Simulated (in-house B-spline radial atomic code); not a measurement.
RPA and G0W0 on BLYP: Ba8+

Configuration [Kr] 4d10 5s2, mean-field start BLYP. Computed with a B-spline radial code for spherical atoms: all electrons, scalar-relativistic (spin-free one-electron X2C), finite nucleus, each spin shell either full or empty, empty states to l = 9 with an (l + 1/2)⁻⁴ tail; G0W0 by contour deformation at full frequency.

Command:
```bash
python run_gw.py task.json out
```
Settings (radii: box in bohr, nucleus in fm):
```
Z                        56
electrons                48
configuration            [Kr] 4d10 5s2
hamiltonian              x2c
method                   b88,lyp
lmax                     9
rms_radius               4.8378
spin_polarised           False
box_radius               7.7
intervals                66
ion_configuration        [Kr] 4d10 5s1
```

Run time, properties included: 13 s on 1 thread of Arm Neoverse N1, with other jobs on the host.

Energies (hartree):

```json
{"term": "mean-field total", "value": "-8119.80358"}
{"term": "Hartree-Fock functional on these orbitals", "value": "-8116.57867"}
{"term": "direct second order", "value": "-4.5063"}
{"term": "second-order exchange", "value": "1.2277"}
{"term": "SOSEX correction", "value": "1.1468"}
```

Problem. What is the RPA correlation energy, and what remains with SOSEX?

Solution. RPA gives -3.9839 hartree (-2.26 eV per electron); RPA + SOSEX gives -2.8371, and the second-order doubles -3.2786 hartree (no singles). RPA lacks exchange-type terms and so overcorrelates at short range.

Quasi-particle levels (eV):

```
level  occupied  mean field  Σx - vxc     Σc  QP weight     G0W0
   5s       yes     -124.62     -4.04      ?          ?        ?
   4d       yes     -191.84    -14.52   0.70      0.922  -205.66
   5p        no     -105.92      8.14  -2.08      0.966   -99.85
```

G0W0 = mean field + (Σx - vxc) + Σc, with Σc (partial-wave tail included) taken at the quasi-particle energy. Only the outer levels were computed. Levels of low weight are left out.

Problem. Where does G0W0 put 5s?

Solution. At -131.69 eV, with Σc = -3.03 eV and a quasi-particle weight of 0.968. The tabulated removal energy is 130.5 ± 0.6 eV (NIST, semi-empirical); the calculation leaves out spin-orbit coupling, Breit and QED terms, and what these don't explain is the method's own error.

Problem. What does it cost to remove one electron (to [Kr] 4d10 5s1) by differences of total energies, each species on its own start (correlation terms add to the Hartree-Fock functional)?

Solution. BLYP 131.85 eV, Hartree-Fock functional 128.43 eV, + RPA 131.59 eV, + RPA + SOSEX 130.91 eV, + second order 132.53 eV. Tabulated: 130.5 ± 0.6 eV (NIST, semi-empirical); the calculation leaves out spin-orbit coupling, Breit and QED terms, and what these don't explain is the method's own error.
